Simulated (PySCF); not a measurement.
# Electron correlation in Kr²⁴⁺ (krypton, charge +24)

[Ne] 3s2, closed-shell 1S. Calculation: PySCF 2.14, in an even-tempered Gaussian basis (16 s from 2.9 bohr⁻², ratio 2.5; 10 p from 3.8 bohr⁻², ratio 2.5; 5 d from 14 bohr⁻², ratio 2.7; 4 f from 22 bohr⁻², ratio 2.7); the non-relativistic Hamiltonian (point nucleus). Frozen: 1s2; 10 electrons correlated; the 17 highest virtual orbitals of each spin left out.

```json
{"level": "CCSD", "correlation energy (mhartree)": "-458.65"}
{"level": "(T)", "correlation energy (mhartree)": "-1.97"}
{"level": "CCSD(T)", "correlation energy (mhartree)": "-460.62"}
```

Diagnostics: T1 = 0.00058, D1 = 0.0018, largest double amplitude 0.089.

Cost of the coupled-cluster step: about 6 core-seconds, for 10 correlated electrons.

Iterations:

```
CC2 = 0
CCSD nocc = 5, nmo = 81
frozen orbitals [0, 82, 83, 84, 85, 86, 87, 88, 89, 90, 91, 92, 93, 94, 95, 96, 97, 98]
max_cycle = 100
direct = 0
conv_tol = 1e-08
conv_tol_normt = 1e-06
diis_space = 8
diis_start_cycle = 0
Init t2, MP2 energy = -2377.470508033  E_corr(MP2) -0.424009749956646
Init E_corr(CCSD) = -0.42400974995665
cycle = 1  E_corr(CCSD) = -0.446825274044305  dE = -0.0228155241  norm(t1,t2) = 0.0322499
cycle = 2  E_corr(CCSD) = -0.454435284117511  dE = -0.00761001007  norm(t1,t2) = 0.0116986
cycle = 3  E_corr(CCSD) = -0.458654747518596  dE = -0.0042194634  norm(t1,t2) = 0.00426957
cycle = 4  E_corr(CCSD) = -0.458650039677649  dE = 4.70784095e-06  norm(t1,t2) = 4.01907e-05
cycle = 5  E_corr(CCSD) = -0.458652133197085  dE = -2.09351944e-06  norm(t1,t2) = 1.65438e-06
cycle = 6  E_corr(CCSD) = -0.458652004231163  dE = 1.28965922e-07  norm(t1,t2) = 1.30096e-07
cycle = 7  E_corr(CCSD) = -0.458652003911373  dE = 3.19790361e-10  norm(t1,t2) = 4.71643e-10
CCSD converged
E(CCSD) = -2377.505150286957  E_corr = -0.4586520039113728
CCSD(T) correction = -0.00197293883364963
```

At this charge a non-relativistic calculation is a model, useful for the Z dependence of the correlation energy.
